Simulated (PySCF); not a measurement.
Problem. What does the GFN2-xTB structure of `FC1=CC(F)=CC([S-])=C1` look like in three dimensions? (Charge -1.)

Solution. 
```xyz
12
C6H3F2S angstrom
F     -0.441    2.702    0.182
C     -0.228    1.349    0.090
C     -1.344    0.524    0.085
C     -1.086   -0.837   -0.011
F     -2.165   -1.686   -0.018
C      0.174   -1.362   -0.095
C      1.299   -0.506   -0.086
S      2.872   -1.119   -0.184
C      1.055    0.883    0.010
H     -2.346    0.914    0.150
H      0.321   -2.428   -0.168
H      1.890    1.567    0.019
```

Any rigid rotation of these coordinates is as good. Atoms count from 1 in this order. The 6 C–C bonds span 1.368 Å (C2–C9, aromatic) to 1.413 Å (C6–C7, aromatic), a spread of 0.045 Å. The 6-membered ring C2–C3–C4–C6–C7–C9 has internal angles of 115.7° to 123.5° (sum 720°, against 720° for a flat polygon); it is planar, 0.00 Å rms from its mean plane, widest ring torsion 0°. C7 (substituted aromatic carbon) is planar (angles 121.4°, 121.3° and 117.3°, sum 360.0°, 0.00 Å off the plane of its three neighbours). C3 (aromatic CH carbon) is planar (angles 122.2°, 122.1° and 115.7°, sum 360.0°, 0.00 Å off the plane of its three neighbours).

Bonds between heavy atoms (Å): F1–C2 1.373, C2–C3 1.388, C3–C4 1.388, C4–F5 1.373, C4–C6 1.368, C6–C7 1.413, C7–S8 1.692, C7–C9 1.413, C2–C9 1.368.

Structure optimised with GFN2-xTB, isolated species.

Point group: C2v (every atom within 0.08 Å of its image). Whether it is a minimum is left open (no frequencies).

These are computed values.
